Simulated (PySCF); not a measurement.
Geometry (Å), atoms numbered from 1 in this order:
```xyz
18

C    -2.8950    0.2770   -0.4224
C    -2.3751   -0.4040    0.6659
C    -1.0079   -0.5273    0.8252
C    -0.1349    0.0321   -0.1074
C     1.3104   -0.0924    0.0297
C     1.9877   -0.4037    1.1740
O     3.3131   -0.4693    1.0676
C     3.7093   -0.2135   -0.1837
P     2.4734    0.1316   -1.3090
C    -0.6702    0.7122   -1.1999
C    -2.0369    0.8349   -1.3558
H    -3.9641    0.3682   -0.5436
H    -3.0401   -0.8464    1.3934
H    -0.6143   -1.0742    1.6686
H     1.5971   -0.5821    2.1600
H     4.7721   -0.2507   -0.3473
H     0.0029    1.1476   -1.9270
H    -2.4363    1.3666   -2.2068
```

Theoretical values (PySCF 2.14): NMR shieldings at PBE0/pcSseg-1/GIAO, GFN2-xTB structure. Relativity neglected, fast rotation and ring inversion assumed for equivalent nuclei, in vacuum, one computed conformer.

Scale: TMS for ¹³C (186.93 ppm) (reference shieldings calculated alike).

Q: Do the ¹³C shifts follow the atomic charges (in e)? Tabulate both.

A: 
```tsv
atoms	hybridisation	δ (ppm)	σ para (ppm)	Hirshfeld	IAO	Mulliken	ESP-fitted
C8	sp2	189.5	-267	-0.04	-0.22	-0.13	-0.02
C5	sp2	152.7	-227	-0.09	-0.25	-0.53	-0.02
C6	sp2	150.0	-221	+0.02	+0.02	+0.28	-0.04
C4	sp2	138.6	-206	-0.01	+0.01	-0.09	+0.08
C2/C11	sp2	134.6	-201	-0.05	-0.15	-0.07	-0.14
C1	sp2	133.3	-200	-0.05	-0.15	-0.07	-0.15
C3/C10	sp2	131.5	-197	-0.05	-0.15	-0.04	-0.16
```

Correlation coefficients of δ with charge over these carbons: Hirshfeld -0.03, IAO -0.32, Mulliken -0.15, ESP-fitted +0.41; with the paramagnetic shielding -1.00. With so few points these coefficients are fragile. Charge is one influence among several: hybridisation and low-lying excitations act through the paramagnetic term.

Shifts are as computed. Against solution values, carbons near 30 ppm lie about +3 ppm off and those near 130 ppm about +5 ppm. Of 1211 compounds with measured shifts, 218 miss one by over three times the rms of a fit or turn the order of signals round; such compounds aren't used in these exercises.
